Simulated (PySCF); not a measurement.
# Electron correlation in Nb (niobium, neutral)

[Kr] 4d5, high-spin 6S determinant (an excited configuration). Calculation: PySCF 2.14, in x2c-TZVPPall (8s6p6d2f1g, 79 functions); the spin-free X2C one-electron Hamiltonian (Gaussian nucleus). Frozen: [Kr]; 5 electrons correlated.

```
  level  correlation energy (mhartree)
   CCSD                         -70.33
    (T)                          -2.35
CCSD(T)                         -72.68
```

Diagnostics: T1 = 0.0096, D1 = 0.0136, largest double amplitude 0.029.

Cost of the coupled-cluster step: of the order of 3 core-seconds, for 5 correlated electrons.

Iterations:

```
CC2 = 0
CCSD nocc = (np.int64(5), np.int64(0)), nmo = (61, 61)
frozen orbitals [[0, 1, 2, 3, 4, 5, 6, 7, 8, 9, 10, 11, 12, 13, 14, 15, 16, 17], [0, 1, 2, 3, 4, 5, 6, 7, 8, 9, 10, 11, 12, 13, 14, 15, 16, 17]]
max_cycle = 100
direct = 0
conv_tol = 1e-08
conv_tol_normt = 1e-06
diis_space = 8
diis_start_cycle = 0
Init t2, MP2 energy = -0.0621056674458216
Init E_corr(UCCSD) = -0.0621056674483813
cycle = 1  E_corr(UCCSD) = -0.068770345820853  dE = -0.00666467837  norm(t1,t2) = 0.0334555
cycle = 2  E_corr(UCCSD) = -0.0698099818845878  dE = -0.00103963606  norm(t1,t2) = 0.0133009
cycle = 3  E_corr(UCCSD) = -0.0703735558051255  dE = -0.000563573921  norm(t1,t2) = 0.00685947
cycle = 4  E_corr(UCCSD) = -0.0703304253456618  dE = 4.31304595e-05  norm(t1,t2) = 0.000766923
cycle = 5  E_corr(UCCSD) = -0.0703324377417858  dE = -2.01239612e-06  norm(t1,t2) = 0.000198888
cycle = 6  E_corr(UCCSD) = -0.0703341306592188  dE = -1.69291743e-06  norm(t1,t2) = 4.79572e-05
cycle = 7  E_corr(UCCSD) = -0.0703341832398853  dE = -5.25806665e-08  norm(t1,t2) = 1.22392e-05
cycle = 8  E_corr(UCCSD) = -0.0703342274418692  dE = -4.42019839e-08  norm(t1,t2) = 1.74265e-06
cycle = 9  E_corr(UCCSD) = -0.0703342243635252  dE = 3.07834405e-09  norm(t1,t2) = 2.26177e-07
UCCSD converged
E(UCCSD) = -3817.244253200653  E_corr = -0.07033422436352517
UCCSD(T) correction = -0.00234529152841984
```
